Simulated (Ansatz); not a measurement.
# Ligand exchange: CHBrCl2 + GeHCl3 → CH2BrCl + GeCl4

Gas-phase species: CHBrCl2 (bromodichloromethane) `ClC(Cl)Br`, singlet; GeHCl3 `[Cl][GeH]([Cl])[Cl]`, singlet; CH2BrCl (bromochloromethane) `ClCBr`, singlet; GeCl4 (germanium tetrachloride) `[Cl][Ge]([Cl])([Cl])[Cl]`, singlet. The partners trade Cl for H: C–Cl and Ge–H bonds give way to C–H and Ge–Cl.

Shapes, held fixed at every level: PBE0-D4/def2-TZVP. Programs: Ansatz 0.2.0. The zero-point and thermal change to 298 K, harmonic and unscaled (PBE0-D4/def2-TZVP), is +8.7 kJ/mol.

Q: Estimate ΔH(298 K) of this reaction.

A: The highest level, CCSD(T)/def2-TZVPP, gives ΔH(298 K) = -139.4 kJ/mol; the levels span -155.0 to -128.8. The column of differences is taken from that level and isn't an error. No measured value is set beside it here. Relativity is left out for Br, Ge. Outer-core shells of Br, Ge are correlated, in sets that cover them unevenly.

| level | kind | ΔH(298 K) (kJ/mol) | less CCSD(T)/def2-TZVPP |
| --- | --- | --- | --- |
| HF/def2-TZVPP | Hartree–Fock | -155.0 | -15.6 |
| PBE-D4/def2-TZVPP | GGA | -128.8 | +10.6 |
| r2SCAN-D4/def2-TZVPP | meta-GGA | -137.4 | +2.0 |
| r2SCAN0-D4/def2-TZVPP | global hybrid | -142.2 | -2.8 |
| wB97M-V/def2-TZVPP | range-separated hybrid | -137.4 | +2.0 |
| MP2/def2-SVP | perturbation theory | -141.4 | -2.0 |
| CCSD(T)/def2-TZVPP | coupled cluster or CI | -139.4 | 0.0 |
